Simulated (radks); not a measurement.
Question: The molybdenum ion Mo3+, configuration [Kr] 4d3. Method: Dirac Kohn-Sham, LDA (Slater exchange, Perdew-Wang correlation), spin-unpolarised, spherical densities, finite nucleus; open shells are shared between the two j in proportion to 2j + 1; Fermi nuclear charge, rms radius 4.4091 fm; computed with a radial shooting solver on a logarithmic mesh with Libxc functionals. Some entries of the table are withheld. Estimate them.

orbital,occ.,eigenvalue (eV),<r^2> (bohr^2),<1/r> (bohr^-1)
1s1/2,2,(1),0.001672,43.50
2s1/2,2,-2827.511,0.02785,(2)
2p1/2,2,(3),0.02101,9.884
2p3/2,4,(4),0.02238,9.411
3s1/2,2,-507.9404,0.2115,(5)
3p1/2,2,-423.4628,0.2094,3.288
3p3/2,4,-405.9228,0.2197,3.173
3d3/2,4,-255.9862,0.2057,2.987
3d5/2,6,-252.6607,0.2090,2.957
4s1/2,2,-96.3407,1.359,(6)
4p1/2,2,-71.9139,1.623,1.136
4p3/2,4,-69.2860,1.702,1.103
4d3/2,1.2,-33.2810,3.015,0.8222
4d5/2,1.8,-32.9912,3.060,0.8152

Answer: 
(1) 1s1/2 eigenvalue (eV): -19817.82
(2) 2s1/2 <1/r> (bohr^-1): 9.900
(3) 2p1/2 eigenvalue (eV): -2605.664
(4) 2p3/2 eigenvalue (eV): -2499.288
(5) 3s1/2 <1/r> (bohr^-1): 3.386
(6) 4s1/2 <1/r> (bohr^-1): 1.252
